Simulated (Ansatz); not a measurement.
Cartesian coordinates (Å):
SMILES: [BH2]
```xyz
3

B     -0.0001     0.3367     0.0000
H      1.0742    -0.1679     0.0000
H     -1.0740    -0.1688     0.0000
```
Charge 0, spin multiplicity 2.

All values below come from frozen-core CCSD(T)/def2-TZVPP // B3LYP-D3(BJ)/def2-TZVP run with Ansatz (a quantum-chemistry and plane-wave program).

```json
{
 "HF energy": "-25.76083 Ha",
 "MP2 correlation energy": "-0.08224 Ha"
}
```

Task: Estimate the CCSD correlation energy, the (T) correction, the total energy and the T1 diagnostic.

Result: 
- CCSD correlation energy = -0.10076 Ha
- (T) correction = -0.00193 Ha
- CCSD(T) total energy = -25.86351 Ha
- T1 diagnostic = 0.010
